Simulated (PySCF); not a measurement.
C2H3O2, SMILES C(=O)(C)[O], multiplicity 2. Geometry optimised at PBE-D3(BJ)/def2-SVP. The isomer is the one that the SMILES or the coordinates give; other isomers of the formula were not compared.

Problem. Give the equilibrium geometry at PBE-D3(BJ)/def2-SVP (PySCF confirms it by a frequency run) as Cartesian coordinates in Å. (The exact figures need the calculation; the answer reports its results.)

Solution. 
```xyz
7

C     -1.3256    -0.2690    -0.0045
C      0.2860     0.0631     0.0014
O      0.9088    -0.9993    -0.1518
O      0.4853     1.2692     0.1548
H     -1.6933     0.0864     0.9743
H     -1.4822    -1.3485    -0.1502
H     -1.7398     0.3373    -0.8293
```
Charge 0, spin multiplicity 2.
